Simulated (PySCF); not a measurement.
CH3O3S, SMILES CS(=O)(=O)[O-], charge -1. Coordinates come from a PBE-D3(BJ)/def2-SVPD optimisation.

The numbers are results of PBE-D3(BJ)/def2-SVPD in PySCF, not measurements.

Harmonic wavenumbers (cm⁻¹): 189, 290, 290, 454, 454, 486, 676, 886, 886, 943, 1124, 1124, 1199, 1369, 1369, 2971, 3090, 3090. Rotational constants (GHz): 4.748, 4.450, 4.450; symmetry number 3.

### Question
Work out the zero-point energy and the ideal-gas rigid-rotor harmonic-oscillator thermochemistry at 298.15 K and 1 atm.

### Answer
ZPE = ½ Σ hcν = ½ × 20891 cm⁻¹ = 29.86 kcal/mol. H − E(el) = 33.84 kcal/mol. Entropy in cal/(mol K): translation 39.57, rotation 23.46, vibration 8.39, total 71.42. G − E(el) = 12.55 kcal/mol. Cp = 20.49 cal/(mol K).
